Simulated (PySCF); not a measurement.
A structure optimised at ωB97X-D3(BJ)/def2-TZVP, used in a PySCF frequency run:

```
C
H 1 1.0950
H 1 1.0950 2 107.25
H 1 1.0950 2 107.25 3 -114.93
Be 1 1.6780 2 111.61 4 -122.54
Br 5 1.9670 2 153.93 1 -180.00
```
Charge 0, spin multiplicity 1.

Q: Write its SMILES, formula and point group.

A: [CH3][Be][Br], CH3BeBr, C3v

Q: What are its rotational constants (standard atomic weights)?

A: 161.25, 2.6151, 2.6151 GHz
